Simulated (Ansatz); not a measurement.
Wavefunction ladder for `BO[SiH2]N`

Cartesian coordinates in Å:
```
B 0.692 1.926 -0.135
O 0.716 0.678 0.362
Si -0.466 -0.486 0.512
N -0.209 -1.868 -0.442
H -0.332 2.383 -0.577
H 1.710 2.562 -0.128
H -1.752 0.129 0.102
H -0.430 -0.893 1.933
H 0.484 -2.556 -0.199
H -0.414 -1.876 -1.427
```

Charge 0, multiplicity 1. The structure was optimised at the PBE0-D4/def2-TZVP level. It is one conformer, not always the lowest. Frozen core, restricted reference, Ansatz 0.2.0. CBS rows extrapolate triple and quadruple zeta; past MP2 they add the triple-zeta difference.

| basis | HF (Eh) | MP2 corr. |
| --- | --- | --- |
| def2-SVP | -446.31874 | -0.53689 |
| def2-TZVPP | -446.62107 | -0.67496 |
| def2-QZVPP | -446.63889 | -0.72575 |

Problem. Estimate the CCSD correlation energy and the (T) correction in each basis where they were run (hartree).

Solution. 
```csv
basis,CCSD corr.,(T)
def2-SVP,-0.58067,-0.01378
def2-TZVPP,-0.71192,-0.02493
CBS(def2),-0.80033,as TZ
```
